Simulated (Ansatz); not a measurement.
The cluster AsSe₉⁻, relaxed as a singlet with RKS PBE-D4/def2-SVP in Ansatz, starting from the GFN2-xTB geometry. Force threshold 0.03 eV/Å.

Another isomer (singlet) lies 0.09 eV lower at PBE0-D4/def2-SVP; other spin states weren't run for this one.

Start:

```xyz
10

As   -1.817    1.023    0.052
Se    0.196   -1.637   -1.957
Se    1.678    2.344   -0.515
Se   -2.003   -0.780    1.830
Se    2.422   -0.990   -2.169
Se    0.069   -3.137   -0.175
Se    0.119    2.353    1.149
Se    2.921    0.360   -0.307
Se   -3.652    2.208    0.373
Se    0.068   -1.744    1.717
```

(1) Estimate the energy that the relaxation releases and the steps that it takes.

(2) Does the start keep its bonding?

(3) Predict the relaxed structure.

Results:

(1) 0.16 eV, in 13 steps; 87 s on 4 threads of Arm Neoverse V2 on a shared host. No frequencies were taken in this run, so the end may be a saddle point.

(2) By distances, no bond broke or formed. The bond that changes most is Se4–Se10, from 2.29 to 2.37 Å (atoms count from 1).

(3) 
Cartesian coordinates in Å:
```
As -1.7963 1.1742 -0.1262
Se 0.1846 -1.7205 -1.8773
Se 1.7842 2.4340 -0.5223
Se -2.0417 -0.6407 1.5545
Se 2.4209 -0.9956 -2.1542
Se 0.1244 -3.3120 -0.1273
Se 0.0586 2.4322 1.0584
Se 2.9759 0.3806 -0.2934
Se -3.7007 2.0873 0.7304
Se -0.0099 -1.8393 1.7575
```
Bond lengths: 7 × Se–Se 2.34 to 2.40 Å; 3 × As–Se 2.28 to 2.53 Å.
